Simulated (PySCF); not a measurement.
## Frontier orbitals and the lowest excitations

Compound: C7H10NO (charge +1).
Atom-mapped SMILES: `[CH3:1][n+:2]1[cH:3][o:4][cH:5][c:6]1[CH:7]1[CH2:8][CH2:9]1` (hydrogens: H10, H11, H12 on C1; H13 on C3; H14 on C5; H15 on C7; H16, H17 on C8; H18, H19 on C9)

Geometry (PBE0-D3(BJ)/def2-SVP, Å), atoms numbered from 1 in this order:
```
atom  x, y, z in Å
C1    -2.1365   -1.9159   -0.3351
N2    -1.7322   -0.5305   -0.5252
C3    -2.5479    0.4998   -0.6255
O4    -1.8753    1.5975   -0.7823
C5    -0.5518    1.2849   -0.7879
C6    -0.4171   -0.0619   -0.6269
C7     0.7545   -0.9352   -0.5481
C8     1.9799   -0.4898    0.2286
C9     2.0350   -0.5404   -1.2522
H10   -3.2298   -1.9624   -0.2718
H11   -1.7956   -2.5198   -1.1862
H12   -1.7011   -2.3004    0.5964
H13   -3.6368    0.5011   -0.5907
H14    0.1493    2.1046   -0.9134
H15    0.5212   -2.0015   -0.5189
H16    2.4998   -1.2591    0.8044
H17    1.9292    0.4853    0.7210
H18    2.0298    0.3991   -1.8118
H19    2.5957   -1.3447   -1.7342
```

Level of theory: PySCF 2.14.0, density-fitted response routines, TDDFT wB97X-D/def2-SVPD, vertical, gas phase, core orbitals frozen in the response.

Frontier orbitals with the atoms that hold most of them (Löwdin shares over 4%, at most four atoms; ? is withheld):

```tsv
orbital	ε (eV)	atoms
LUMO+2	-1.62	C1 24%, C3 19%, H10 9%, H13 8%
LUMO+1	-2.61	C6 30%, C5 24%, N2 11%, O4 6%
LUMO	-4.00	C3 35%, O4 21%, N2 21%, C5 8%
HOMO	?	?
HOMO-1	-14.87	?
HOMO-2	-15.59	C7 18%, N2 14%, C8 10%, C9 10%
HOMO-3	-16.14	C9 24%, C8 23%, H19 10%, H16 10%
```

(1) Give the leading atoms of the HOMO.

(2) Give the leading atoms of the HOMO-1.

(3) What is the HOMO energy, and the HOMO–LUMO gap?

Answers

(1) C5 (bonded to C, O and H) 22%; C7 (bonded to 3 C and H) 18%; C6 (bonded to 2 C and N) 14%; C8 (bonded to 2 C and 2 H) 11%.

(2) C9 (bonded to 2 C and 2 H) 35%; C8 (bonded to 2 C and 2 H) 34%; C7 (bonded to 3 C and H) 14%.

(3) ε(HOMO) = -13.50 eV; the gap is 9.50 eV (0.3491 hartree).

The HOMO–LUMO gap is 9.50 eV. Where does the response calculation put the lowest singlet, and from which orbitals?

S1 is at 5.49 eV (f = 0.109), 4.01 eV below the gap, made of HOMO→LUMO (96%). 

Give energy, strength and leading configuration of S1, S2, S3, S4 and S5, and follow the Löwdin shares of the leading atoms from the occupied to the empty orbital.

- S1 (5.49 eV, f 0.109), HOMO→LUMO (96%): C5 22% → 8%, C7 18% → at most 9%, C3 at most 11% → 35%, O4 at most 11% → 21%
- S2 (6.68 eV, f 0.243), HOMO→LUMO+1 (93%): C5 22% → 24%, C7 18% → at most 6%, C6 14% → 30%
- S3 (7.42 eV, f 0.0027), HOMO-1→LUMO (91%): C9 35% → at most 9%, C8 34% → at most 9%, C3 at most 4% → 35%, O4 at most 4% → 21%
- S4 (7.58 eV, f 0.161), HOMO-2→LUMO (88%): C7 18% → at most 9%, N2 14% → 21%, C3 at most 10% → 35%, O4 at most 10% → 21%
- S5 (7.83 eV, f 0.0087), HOMO-1→LUMO+1 (86%): C9 35% → at most 6%, C8 34% → at most 6%, C6 at most 4% → 30%, C5 at most 4% → 24%

Time: 5.7 min. Hardware: one thread, Arm Neoverse N1, on a shared host.

One conformer stands for the species.
